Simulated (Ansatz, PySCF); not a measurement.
Spin gap between two states, R1 and P1; the higher of the two is an excited state, each structure at its B3LYP-D3(BJ)/def2-TZVP stationary point, reached from a drawn start (curvature not checked).
R1, SiH2 (SMILES [SiH2]) (charge 0, multiplicity 1):
```xyz
3

Si     0.00000     0.00000     0.70868
H      0.00000     1.09100    -0.35439
H      0.00000    -1.09100    -0.35439
```
P1, SiH2 (SMILES [SiH2]) (charge 0, multiplicity 3):
```tsv
atom	x (Å)	y (Å)	z (Å)
Si	0.0000	0.0000	0.5065
H	0.0000	1.2756	-0.2532
H	0.0000	-1.2756	-0.2532
```

| level | spin gap (kJ/mol) | minus CCSD(T)/CBS(cc-pV(T+d)Z, cc-pV(Q+d)Z) |
|---|---|---|
| SVWN5/def2-TZVPP | 79.6 | -6.1 |
| PBE-D3(BJ)/def2-TZVPP | 67.6 | -18.1 |
| PBE-D4/def2-TZVPP | 67.6 | -18.1 |
| BLYP/def2-TZVPP | 89.1 | 3.5 |
| BLYP-D3(BJ)/def2-TZVPP | 89.2 | 3.5 |
| BLYP-D4/def2-TZVPP | 89.2 | 3.5 |
| revPBE-D3(BJ)/def2-TZVPP | 65.2 | -20.4 |
| B97M-V/def2-TZVPP | 86.9 | 1.2 |
| PBE0-D3(BJ)/def2-TZVPP | 62.5 | -23.1 |
| M06-2X/def2-TZVPP | 79.5 | -6.2 |
| wB97X-V/def2-TZVPP | 90.7 | 5.0 |
| MP2/cc-pV(D+d)Z | 60.9 | -24.8 |
| MP2/cc-pV(T+d)Z | 68.6 | -17.1 |
| MP2/cc-pV(Q+d)Z | 71.4 | -14.3 |
| SCS-MP2/cc-pV(D+d)Z | 77.2 | -8.5 |
| SCS-MP2/cc-pV(T+d)Z | 88.1 | 2.5 |
| SCS-MP2/cc-pV(Q+d)Z | 91.9 | 6.2 |
| CCSD(T)/cc-pV(D+d)Z | 79.5 | -6.2 |
| CCSD(T)/cc-pV(T+d)Z | 84.3 | -1.4 |
| CCSD(T)/CBS(cc-pV(T+d)Z, cc-pV(Q+d)Z) | 85.7 | 0.0 |

 The comparison column counts from a level with limits of its own.

P less R. No zero-point or thermal terms; singlets are restricted closed shells; open shells are unrestricted.

Cores are frozen in the correlated methods. CBS: X⁻³ extrapolation of the correlation energy, Hartree–Fock from the larger set.

Codes used: Ansatz (a program for electronic structure) with Gaussian orbitals; PySCF for M06-2X and the D3/D4 terms. All values are computed, each at the level named.
